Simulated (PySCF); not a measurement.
Ga(H)2(Me)(py), C₆H₁₀GaN, singlet, GFN2-xTB optimised geometry. Atoms within 1.6 Å of the plane z = 0.6 Å (x, y, z in Å): Ga1 (-0.24, -2.93, 0.00), H2 (-0.78, -3.16, 1.43), H3 (1.32, -2.93, 0.00), C8 (-0.63, 1.86, 0.26), C9 (0.14, 1.11, 1.14), C10 (0.19, -0.26, 0.97), N11 (-0.47, -0.88, 0.00), C12 (-1.20, -0.18, -0.85), C13 (-1.32, 1.20, -0.75), H14 (-0.69, 2.93, 0.36), H15 (0.68, 1.58, 1.94), H16 (0.77, -0.91, 1.62).

Calculation: PBE0/def2-SVP in PySCF. Cells within 0.4 Å of a nucleus heavier than hydrogen are left out (blank, or x).

Map of the deformation density (molecule minus spherical neutral atoms) (e/bohr³) on the plane z = 0.6 Å:

```
|22222222222222222222222222222|
|22222222222222222222222222222|
|22222222222222222222222222222|
|22222222221111122222222222222|
|22222222211111112222222222222|
|22222222211111111222222222222|
|22222222111363111122222222222|
|22222222111374111122222222222|
|22222222111143111112222222222|
|222222221110x8521112222222222|
|22222222111149831112222222222|
|22222222111113421111222222222|
|22222222111000232111222222222|
|22222222111000342111222222222|
|22222222111001321111222222222|
|22222222111026820111222222222|
|22222222111127720111222222222|
|22222222111112100111222222222|
|22222222211121001111222222222|
|22222222211121111112222222222|
|22222222111111112222222222222|
|22222222112221122222222222222|
|22222222222321123322222222222|
|22222222222331123322222222222|
|22222222222222222222222222222|
|22222222222222111222222222222|
|22222222221111111222222222222|
|22222222222111111222222222222|
|22222222222211112222222222222|
```
Scale: ten equal steps from -0.024 (start of '0') to 0.088 (end of '9'), in the order '0123456789'; x runs from -5.00 to 5.00, y from -5.00 (bottom) to 5.00 (top).
